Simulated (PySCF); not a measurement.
Input of a run (PBE0-D3(BJ)/def2-SVP geometry optimisation, gas phase, def2 core potentials past Kr (PySCF 2.14.0)), started from GFN2-xTB:
```
{"job": {"xc": "PBE0", "basis": "def2-SVP", "d3": "d3bj", "grid": 1, "maxiter": 30, "shake": 0.01, "kind": "geom"}, "charge": 0, "multiplicity": 1}
F     -1.659740     0.503880     0.545890
C     -0.772150    -0.052890    -0.232860
F     -1.086960    -1.342360    -0.337130
F     -0.819950     0.490580    -1.447790
C      0.649270     0.131670     0.335430
F      0.707160    -0.379430     1.570780
F      0.933440     1.438860     0.456720
I      2.104070    -0.809450    -0.943500
```

Output (energies in Eh, forces in Eh/bohr):
```
step   0  E = -872.14172343  max force = 0.016794
step   1  E = -872.14234547  max force = 0.022585
step   2  E = -872.14321483  max force = 0.007853
step   3  E = -872.14335736  max force = 0.001718
step   4  E = -872.14339498  max force = 0.001017
step   5  E = -872.14341891  max force = 0.001918
step   6  E = -872.14343367  max force = 0.001451
step   7  E = -872.14343978  max force = 0.000612
step   8  E = -872.14343972  max force = 0.000168
optimisation converged
```

Question: Summarise the run.

Answer: The energy falls by 4.5 kJ/mol over 9 energy and gradient evaluations, the largest force component goes from 0.0168 to 1.7e-04 Eh/bohr, and the atoms move by 0.039 Å rms after alignment. The bond that changes most is F1–C2 (fluorine of a CF3 group to CF3 carbon), which lengthens by 0.021 Å. Bonds longer at the end by more than 0.005 Å: 2 of 7; shorter: 4. Among the angles that change most is F6–C5–F7, from 106.2° to 109.0°. The energy never rose by more than 1e-6 Eh on the way. The first step brought 36 % of the lowering.

Question: What are the final bond lengths?

Answer: F1–C2 1.326 Å, C2–F3 1.322 Å, C2–F4 1.322 Å, C2–C5 1.546 Å, C5–F6 1.328 Å, C5–F7 1.328 Å, C5–I8 2.167 Å. Numbering counts from 1 in the input's order; the species is perfluoroethyl iodide (`FC(F)(F)C(F)(F)I`).

The run used 124 basis functions and 60 SCF cycles in all.

Whether it is a minimum is left open (no frequencies).

The values belong to the conformer `[F:1][C:2]([F:3])([F:4])[C:5]([F:6])([F:7])[I:8]`: F1–C2–C5–F6 58°.
